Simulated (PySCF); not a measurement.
C₃F₆, charge +1, doublet, at a GFN2-xTB geometry (a state made from the parent by changing its charge; the spin is typed, not shown lowest); PBE0/STO-3G run with PySCF.

PySCF was given this input:
```python
from pyscf import gto, scf, dft

mol = gto.Mole()
mol.atom = '''
    F     2.502694   -0.226202    0.717998
    C     1.434533    0.140970    0.131113
    F     1.584935    1.077599   -0.717501
    C     0.167753   -0.391974    0.444972
    F     0.074175   -1.379787    1.260963
    C    -1.152863    0.095378   -0.259624
    F    -2.196100   -0.453346    0.292505
    F    -1.237943    1.404367   -0.240176
    F    -1.027376   -0.318882   -1.524762
'''
mol.basis = 'sto-3g'
mol.charge = 1
mol.spin = 1
mol.verbose = 4
mol.build()

mf = dft.UKS(mol)
mf.xc = 'pbe0'
mf.kernel()
```

What the program printed (banner, timings and long lists left out):

```
PySCF version 2.14.0

[INPUT] verbose = 4
[INPUT] num. atoms = 9
[INPUT] num. electrons = 71
[INPUT] charge = 1
[INPUT] spin (= nelec alpha-beta = 2S) = 1
[INPUT] symmetry False subgroup None
[INPUT] Mole.unit = angstrom
[INPUT] Symbol           X                Y                Z      unit          X                Y                Z       unit  Magmom
[INPUT]  1 F      2.502694000000  -0.226202000000   0.717998000000 AA    4.729406233592  -0.427459828829   1.356819577985 Bohr   0.0
[INPUT]  2 C      1.434533000000   0.140970000000   0.131113000000 AA    2.710874486651   0.266394691780   0.247767661370 Bohr   0.0
[INPUT]  3 F      1.584935000000   1.077599000000  -0.717501000000 AA    2.995093075238   2.036366982105  -1.355880384102 Bohr   0.0
[INPUT]  4 C      0.167753000000  -0.391974000000   0.444972000000 AA    0.317007226574  -0.740723507950   0.840875213100 Bohr   0.0
[INPUT]  5 F      0.074175000000  -1.379787000000   1.260963000000 AA    0.140170435290  -2.607419540235   2.382874723210 Bohr   0.0
[INPUT]  6 C     -1.152863000000   0.095378000000  -0.259624000000 AA   -2.178595329144   0.180238298309  -0.490618255364 Bohr   0.0
[INPUT]  7 F     -2.196100000000  -0.453346000000   0.292505000000 AA   -4.150027542157  -0.856699779667   0.552754340066 Bohr   0.0
[INPUT]  8 F     -1.237943000000   1.404367000000  -0.240176000000 AA   -2.339373227822   2.653869008377  -0.453866861694 Bohr   0.0
[INPUT]  9 F     -1.027376000000  -0.318882000000  -1.524762000000 AA   -1.941459266951  -0.602599646054  -2.881382585144 Bohr   0.0

nuclear repulsion = 512.134528758387
number of shells = 27
number of NR pGTOs = 135
number of NR cGTOs = 45
basis = sto-3g
ecp = {}

******** <class 'pyscf.dft.uks.UKS'> ********
method = UKS
initial guess = minao
damping factor = 0
level_shift factor = 0
DIIS = <class 'pyscf.scf.diis.CDIIS'>
diis_start_cycle = 1
diis_space = 8
diis_damp = 0
SCF conv_tol = 1e-09
SCF conv_tol_grad = None
SCF max_cycles = 50
direct_scf = True
direct_scf_tol = 1e-13
number electrons alpha = 36  beta = 35
XC library pyscf.dft.libxc version 7.1.2
    S. Lehtola, C. Steigemann, M. J. T. Oliveira, and M. A. L. Marques,  SoftwareX 7, 1–5 (2018)
XC functionals = pbe0
    C. Adamo and V. Barone,  J. Chem. Phys. 110, 6158 (1999)
    M. Ernzerhof and G. E. Scuseria,  J. Chem. Phys. 110, 5029 (1999)
radial grids:
    Treutler-Ahlrichs [JCP 102, 346 (1995); DOI:10.1063/1.469408] (M4) radial grids

becke partition: Becke, JCP 88, 2547 (1988); DOI:10.1063/1.454033
pruning grids: <function nwchem_prune>
grids dens level: 3
symmetrized grids: False
atomic radii adjust function: <function treutler_atomic_radii_adjust>
small_rho_cutoff = 0
Set gradient conv threshold to 3.16228e-05
tot grids = 127928
init E= -704.42737197632

cycle= 1 E= -701.968515702139  delta_E= 2.46  |g|= 0.771  |ddm|= 3.09
cycle= 2 E= -701.438196474542  delta_E= 0.53  |g|= 1.31  |ddm|= 2.62
cycle= 3 E= -702.354973027203  delta_E= -0.917  |g|= 0.135  |ddm|= 1.74
cycle= 4 E= -702.366088001644  delta_E= -0.0111  |g|= 0.0488  |ddm|= 0.292
cycle= 5 E= -702.3678167802  delta_E= -0.00173  |g|= 0.013  |ddm|= 0.0976
cycle= 6 E= -702.367933700738  delta_E= -0.000117  |g|= 0.00394  |ddm|= 0.0244
cycle= 7 E= -702.36795126592  delta_E= -1.76e-05  |g|= 0.002  |ddm|= 0.0115
cycle= 8 E= -702.367955892002  delta_E= -4.63e-06  |g|= 0.00088  |ddm|= 0.00589
cycle= 9 E= -702.367956871094  delta_E= -9.79e-07  |g|= 0.000258  |ddm|= 0.00294
cycle= 10 E= -702.367957030276  delta_E= -1.59e-07  |g|= 0.000152  |ddm|= 0.00136
cycle= 11 E= -702.367957069823  delta_E= -3.95e-08  |g|= 8.7e-05  |ddm|= 0.000569
cycle= 12 E= -702.367957098094  delta_E= -2.83e-08  |g|= 2.92e-05  |ddm|= 0.000822
cycle= 13 E= -702.367957099862  delta_E= -1.77e-09  |g|= 1.18e-05  |ddm|= 0.000161
cycle= 14 E= -702.367957100274  delta_E= -4.12e-10  |g|= 4.36e-06  |ddm|= 9.12e-05
Extra cycle  E= -702.367957100298  delta_E= -2.43e-11  |g|= 4.4e-06  |ddm|= 1.99e-05
converged SCF energy = -702.367957100298  <S^2> = 0.75128731  2S+1 = 2.0012869
```
